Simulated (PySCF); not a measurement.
# Spin states of ZrS

Unrestricted PBE0; Zr def2-TZVPP with ECP28, S def2-TZVPP; scalar-relativistic core potentials (PySCF 2.14). Outer shells of the fragments: Zr 4d2 5s2; S 3s2 3p4.

Followed along the bond (rough minima from three points):

```tsv
2Ms+1	unpaired	⟨S²⟩ at the start	R at minimum (Å)	Te (eV)
3	σ ↑, δ ↑	2.04	2.19	0.00
1	none	0.00	2.14	0.38
1	σ ↓, δ ↑	1.01	2.18	0.54
3	σ ↑, π ↑	2.04	2.21	1.04
3	δ ↑↑	2.04	2.22	1.18
1	σ ↓, π ↑	1.01	2.21	1.25
```

Solutions found at the starting distance of 2.390 Å, counted from the lowest of them; the search is not exhaustive and high or unbound solutions are not listed, so other states can lie among these:

```json
{"2Ms+1": "3", "unpaired": "σ ↑, δ ↑", "term": "³Δ", "E (eV)": "0.00", "⟨S²⟩": "2.04", "⟨Lz²⟩": "4.01", "μ (D)": "-6.44"}
{"2Ms+1": "1", "unpaired": "σ ↓, δ ↑", "term": "mixed", "E (eV)": "0.56", "⟨S²⟩": "1.01", "⟨Lz²⟩": "4.00", "μ (D)": "-5.67"}
{"2Ms+1": "1", "unpaired": "none", "term": "¹Σ⁺", "E (eV)": "0.60", "⟨S²⟩": "0.00", "⟨Lz²⟩": "0.00", "μ (D)": "-4.78"}
{"2Ms+1": "3", "unpaired": "σ ↑, π ↑", "term": "mixed", "E (eV)": "0.94", "⟨S²⟩": "2.04", "⟨Lz²⟩": "1.60", "μ (D)": "-5.97"}
{"2Ms+1": "3", "unpaired": "δ ↑↑", "term": "³Σ⁻", "E (eV)": "1.03", "⟨S²⟩": "2.04", "⟨Lz²⟩": "0.00", "μ (D)": "-8.44"}
{"2Ms+1": "1", "unpaired": "σ ↓, π ↑", "term": "mixed", "E (eV)": "1.13", "⟨S²⟩": "1.01", "⟨Lz²⟩": "2.17", "μ (D)": "-6.46"}
```

A term symbol is given only where ⟨S²⟩ and ⟨Lz²⟩ are close to those of a pure state; real π, δ and φ orbitals otherwise mix terms. A positive dipole means Zr(−)S(+).

**Question.** Compare the gap between the two lowest followed solutions at the starting distance with the gap between their minima.

**Answer.** At PBE0 the second solution (singlet, closed shell) lies +0.60 eV from the first (triplet, unpaired electrons σ ↑, δ ↑) at 2.390 Å and +0.38 eV at the minima; the two curves relax by different amounts, since their minima lie near 2.14 and 2.19 Å.

Spin–orbit coupling is left out. With d or f electrons several states lie close, and the lowest PBE0 determinant need not be the measured ground state.
